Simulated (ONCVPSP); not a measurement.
# boron, ONCV: configuration errors across variants

```json
{
 "Element": "boron (B)",
 "Generator": "ONCVPSP 4.0.1",
 "Type": "optimised norm-conserving Vanderbilt (ONCV)",
 "Functional": "PBE",
 "Relativity": "scalar-relativistic",
 "Frozen core": "[He]",
 "Valence charge": "3",
 "Reference configuration": "2s2 2p1",
 "Partial waves": "2s: rc 1.60 bohr, ncon 4, nbas 8, qcut 5.2 1/bohr, 2 projectors, debl 1.5 Ha; 2p: rc 2.75 bohr, ncon 4, nbas 8, qcut 5.4 1/bohr, 1 projector",
 "Local potential": "polynomial inside 1.15 bohr (lpopt 5, dvloc0 0 Ha)",
 "Core correction": "Teter function fitted to the true core (icmod 2), fcfact 0.25"
}
```

All-electron excitation energies from the reference (eV): (1) 2s2 2p0 8.219; (2) 2s1 2p0 33.642; (3) 2s2 2p0.5 2.887; (4) 2s1 2p1 14.360.

Errors AE − PS in meV (a dash: test not solved or not reliable):

| change | (1) | (2) | (3) | (4) | bound ghosts | GHOST(+) flags above zero |
| --- | --- | --- | --- | --- | --- | --- |
| base | +56 | +203 | +7.3 | -29 | none | none |
| s: qcut 3.1 | +63 | +185 | +8.4 | -39 | none | none |
| s: qcut 4.1 | +59 | +194 | +7.8 | -34 | none | none |
| s: qcut 4.6 | +57 | +199 | +7.5 | -32 | none | none |
| s: qcut 5.4 | +55 | +204 | +7.2 | -29 | none | none |
| s: qcut 6.3 | +54 | +207 | +7.0 | -26 | none | none |
| s: qcut 7.6 | +53 | +211 | +6.8 | -25 | none | none |

(1) Give the same row for: s: qcut 7.1.

Answers

(1) +53, +210, +6.9, -25; bound ghosts: none; GHOST(+) flags above zero: none.
